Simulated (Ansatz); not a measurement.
A structure relaxed at PBE0-D4/def2-TZVPD, charge -1, multiplicity 1:

```xyz
6

F    -1.030    0.216   -1.295
Si    0.000    0.000    0.000
F     0.864    1.296   -0.471
F     0.386   -1.481   -0.554
F     1.030   -0.216    1.295
F    -1.250    0.185    1.025
```

(1) Give its formula and SMILES.

(2) Point group (tolerance 0.08 Å, 0.16 Å for H)?

(3) Summarise the bond lengths by kind.

## Answers

(1) F5Si, `F[Si-](F)(F)(F)F`.

(2) D3h.

(3) 5 × F–Si 1.627 to 1.669 Å.

Computed with Ansatz.
